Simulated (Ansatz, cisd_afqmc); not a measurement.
System: C2H3N, charge 0, singlet. C2H3N (SMILES [C-]#[N+]C).
B3LYP-D3(BJ)/def2-TZVP minimum from Ansatz (a program for electronic structure):
```xyz
6

C     -1.1048     0.0069    -0.0265
N      0.3127    -0.0019     0.0075
C      1.4768    -0.0092     0.0354
H     -1.4600    -0.6890    -0.7861
H     -1.4990    -0.2921     0.9445
H     -1.4620     1.0085    -0.2642
```
Charge 0, spin multiplicity 1.

Total energies in cc-pVDZ, 16 correlated electrons, 3 frozen orbitals. UHF or UKS for unpaired electrons; spin-orbit terms are left out. Correlated methods leave the cores frozen. No relativity. AFQMC is phaseless with a CISD trial state; ± is one standard error, without the phaseless bias. Outlying blocks are dropped, and bars are widened where a walk drifts. Over all cases where full CI ran beside it in this data, AFQMC minus full CI had a median of +0.1 mEh and passed +0.4 mEh in a tenth of the cases.

```csv
method,program,energy (Eh),minus CCSDT(Q) (mEh)
HF,Ansatz,-131.90526,455.74
MP2,Ansatz,-132.31615,44.86
CCSD,Ansatz,-132.34317,17.84
CCSD(T),Ansatz,-132.35912,1.89
CCSDT(Q),Ansatz,-132.36101,0.00
AFQMC/CISD,cisd_afqmc,-132.3608 ± 0.0003,0.2 ± 0.3
```

Rough core times of Ansatz's runs on a shared machine: CCSD(T) under 20 s, CCSDT(Q) 50 s.
